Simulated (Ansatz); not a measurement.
Counterpoise correction, worked out

The pair of Cl⁻ (SMILES [Cl-], atom 1) and C2H2 (SMILES C#C, atoms 2–5), both closed shells, in one local arrangement (a lower one may exist), relaxed at PBE0-D4/def2-TZVPD:

```xyz
5
angstrom
Cl -1.5322 0.1788 -2.7118
C 0.6830 -0.0798 1.2089
C 0.0919 -0.0106 0.1627
H 1.2054 -0.1409 2.1336
H -0.4481 0.0526 -0.7933
```

Computed with Ansatz 0.2.0 (basis: def2-TZVPPD); correlated methods freeze the cores.

CCSD(T) total energies in eV:

| system | geometry | basis functions | energy |
| --- | --- | --- | --- |
| pair | pair | all | -14612.52653 |
| Cl⁻ | as in the pair | all (partner as ghosts) | -12511.65072 |
| C2H2 | as in the pair | all (partner as ghosts) | -2100.42969 |
| Cl⁻ | as in the pair | its own | -12511.60949 |
| C2H2 | as in the pair | its own | -2100.42576 |
| Cl⁻ | free (PBE0-D4 minimum) | its own | -12511.60949 |
| C2H2 | free (PBE0-D4 minimum) | its own | -2100.44219 |

Q: Work out the interaction energy with and without the counterpoise correction, the superposition error, and the binding energy from the relaxed fragments.

A: Without correction: -14612.52653 − (-12511.60949) − (-2100.42576) = -0.49128 eV.
With correction (each fragment in the whole basis): -14612.52653 − (-12511.65072) − (-2100.42969) = -0.44612 eV = -10.29 kcal/mol.
The superposition error is the difference, 0.04516 eV, 9 % of the uncorrected value: each fragment borrows its partner's functions.
Deformation from the free shapes: 0.00000 eV for Cl⁻ and 0.01643 eV for C2H2.
Binding energy from relaxed fragments: -0.44612 + 0.00000 + 0.01643 = -0.42969 eV = -9.91 kcal/mol (electronic, without zero-point energy; negative means bound). For comparison, the corrected interaction energy by CCSD(T) at an estimated basis limit (MP2 extrapolated from triple and quadruple zeta, plus CCSD(T) − MP2 in triple zeta) is -0.480 eV; triple zeta with the correction binds less.

No T1 diagnostic of these runs exceeds 0.014.

For scale, one of the runs: CCSD(T)/def2-TZVPPD, 159 basis functions, launched by `ansatz run in.yaml --threads 2 --pin off --events-out ev --progress --plain --max-ram 5222MiB`. Hardware: 2 CPU threads of an Intel Xeon 6975P-C, shared host. Wall time 8 s; peak host memory 1.2 GiB.
